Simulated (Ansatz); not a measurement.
Basis-set extrapolation for H8OSSi3 (`O[SiH](S)[SiH2][SiH3]`) (PBE0-D4/def2-TZVP geometry, frozen core, Ansatz). Multiplicity 1, RHF reference.

```
                       def2-TZVPP    def2-QZVPP
                 HF  -1344.006075  -1344.047892
    MP2 correlation     -0.793968     -0.858244
CCSD(T) correlation     -0.902922       not run
```

Energies in hartree. Use E(X) = E(∞) + A·exp(−7.88·√X) for Hartree–Fock and E(X) = E(∞) + B·X^(−2.97) for correlation, with X = 3 and 4, and add CCSD(T) minus MP2 of the smaller set to the MP2 limit.

Task: What is the CCSD(T) energy at the basis-set limit?

Result: HF limit: -1344.047892 + (-0.041817) × 0.13774 = -1344.05365. MP2 limit: -0.858244 + (-0.064276) × 0.74074 = -0.90586. Higher-order term: -0.902922 − (-0.793968) = -0.10895. Total: -1345.06846 hartree, 418.7 kJ/mol below CCSD(T)/def2-TZVPP.
